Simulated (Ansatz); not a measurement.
Ansatz results at the PBE0-D4/def2-TZVP geometry: size of the dipole moment (B3LYP/def2-TZVPP) 1.65 D; HOMO–LUMO gap (PBE/def2-TZVPP) 4.51 eV; HOMO energy (PBE/def2-TZVPP) -6.72 eV.

Each molecule was computed in one conformer, which needn't be the lowest.

(1) Which molecule gave them?
A. `C[SiH2][O][GaH2]`
B. `O/C([SiH3])=C\Cl`
C. `[OH][GaH][CH2][SiH3]`
D. `O[SiH2][CH2][GaH2]`

Answers

(1) A. The others give `[OH][GaH][CH2][SiH3]`: 1.99, 5.08, -6.80; `O/C([SiH3])=C\Cl`: 0.58, 4.58, -5.74; `O[SiH2][CH2][GaH2]`: 2.10, 4.82, -6.32.

B3LYP here is the variant with VWN-RPA as its local correlation; programs differ in this.
